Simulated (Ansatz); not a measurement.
Ansatz results at the PBE0-D4/def2-TZVP geometry: HOMO energy (B3LYP/def2-TZVPP) -7.70 eV; HOMO energy (PBE0/def2-TZVPP) -7.90 eV; HOMO energy (PBE/def2-TZVPP) -6.39 eV.

Each molecule was computed in one conformer, which needn't be the lowest.

Q: Which molecule gave them?
A. `C[Si](C)(Cl)C#N`
B. `C=CC[SiH](F)F`
C. `C[SiH2]C(C)O`
D. `CCO[SiH2]C`

A: D. The others give `C[SiH2]C(C)O`: -6.98, -7.18, -5.73; `C[Si](C)(Cl)C#N`: -8.86, -9.10, -7.74; `C=CC[SiH](F)F`: -7.34, -7.56, -6.43.

B3LYP here is the variant with VWN-RPA as its local correlation; programs differ in this.
